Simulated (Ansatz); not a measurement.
Stepwise reaction of `[OH][Al]([F])[F]` with hydrogen chloride, as a gas-phase model of exchange steps in deposition or etching. ΔE in kJ/mol; ΔG adds harmonic PBE0-D4 terms to CCSD(T)/CBS, at 1 bar.

Calculated with Ansatz (gas phase, PBE0-D4/def2-TZVP geometries, no zero-point term in ΔE). CCSD(T)/CBS adds triple-zeta CCSD(T) − MP2 to the extrapolated MP2 energy (def2 sets, frozen cores). This one scheme is used for every species. Functionals use def2-TZVPP. B3LYP here is the variant with VWN-RPA as its local correlation; programs differ in this. Each species was taken in one conformer, which may not be the lowest.

```
step                                                reaction  PBE-D4  B3LYP-D4  ωB97M-V  CCSD(T)/CBS  ΔG(500 K)
   2  `[OH][Al]([F])[Cl]` + HCl → `[OH][Al]([Cl])[Cl]` + H–F    17.5      23.4     20.7         19.2       24.8
```

Question: Give the row of step 1, `[OH][Al]([F])[F]` + HCl → `[OH][Al]([F])[Cl]` + H–F. (Estimate.)

Answer: Computed: 
```tsv
step	reaction	PBE-D4	B3LYP-D4	ωB97M-V	CCSD(T)/CBS	ΔG(500 K)
1	`[OH][Al]([F])[F]` + HCl → `[OH][Al]([F])[Cl]` + H–F	16.6	22.6	19.8	19.1	24.6
```

Question: By hand: ΔE of the 2 steps together at CCSD(T)/CBS.

Answer: (19.1) + (19.2) = 38.3 kJ/mol, or 19.1 kJ/mol a step.

In ΔE the steps differ by no more than 0.1 kJ/mol. All are uphill at CCSD(T)/CBS. ΔG lies between 24.6 and 24.8 kJ/mol a step. PBE-D4 differs from CCSD(T)/CBS by -2.5 to -1.7 kJ/mol a step. Isolated molecules leave out the surface, adducts and barriers. Largest T1 diagnostic: 0.013.
